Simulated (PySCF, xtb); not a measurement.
BFH, SMILES F[BH] (connectivity only; charge and spin as stated), charge +1, multiplicity 1.

Harmonic wavenumbers (cm⁻¹) from GFN2-xTB run with xtb at its own minimum, in rising order: 613, 613, 1755, 2614.

Problem. What does PBE0-D3(BJ)/def2-TZVPD (PySCF) give at its own minimum? (The exact figures need the calculation; the answer reports its results.)

Solution. 737, 737, 1653, 2841. Paired by order, the mean absolute difference is 144 cm⁻¹ and the zero-point energies are 8.0 and 8.5 kcal/mol.
